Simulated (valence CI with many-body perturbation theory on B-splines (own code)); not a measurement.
The numbers below are computed, except where a source is named.
# Sensitivity of CI+MBPT for I XIV

Level of theory: configuration interaction combined with many-body perturbation theory (CI+MBPT): four valence electrons over a frozen Dirac-Fock core [Kr], a basis of 6 s, 6 p, 5 d, 5 f, 1 g functions for each j, with the one-electron correlation potential Σ1 (screened to all orders), the two-electron term Σ2, the three-electron term Σ3, Breit, model QED; selected single and double excitations, second order for the rest, scaled by the run's own slope (own B-spline code, finite nucleus).

No measured levels were compared; by estimate terms of the open shell hold to 2 to 4 % of their energy, and close levels can change places. Only levels of the ground parity were solved; by the run's estimate the other parity begins above the list, which can be wrong where configurations are misplaced.

The reference run has the lowest level 4d4 5D_0 and an ionisation energy of 307.738 eV. Its largest variational space holds 9884 state functions.

Names give the largest LS component (configuration and term), which can be under half, so a name can repeat, a term be missing and a line seem to break the LS rules; names also repeat where a configuration has a term twice.

Changed runs:
A. selection threshold (hartree) 2e-08 → 1e-06
B. scale of Σ1 1 → 0
C. natural orbitals for correlation on → off; factor on the speed of light 1 → 100; QED terms on → off
D. start configuration 4d4 → 4d5 (bad on purpose)

Excitation energies of the reference run in cm⁻¹, and shifts in cm⁻¹:

```csv
Level,Reference,A,B,C
4d4 5D_1,6177,+47,-214,-6176
4d4 5D_2,12180,+46,-354,-12180
4d4 5D_3,17331,+48,-429,-17330
4d4 5D_4,21424,+57,-434,-21422
4d4 3P_0,34919,+0.3,-314,+899
4d4 3H_4,36756,+148,-343,-5882
4d4 3G_3,44206,+130,-381,
4d4 3H_5,45306,+160,-498,-14431
4d4 3F_2,46797,+117,-373,-11230
4d4 3P_1,47250,+86,-474,-11431
4d4 3H_6,49363,+172,-544,-18489
4d4 3G_4,53811,+141,-605,
Ionisation energy (eV),307.738,+0.0013,-2.104,+1.713
```

A blank means that the level has no clear partner in that run.

Run D: It gave no result: the electrons of core and valence do not add up to the charge. The program said: "core and valence hold 41 electrons, the ion has 40".
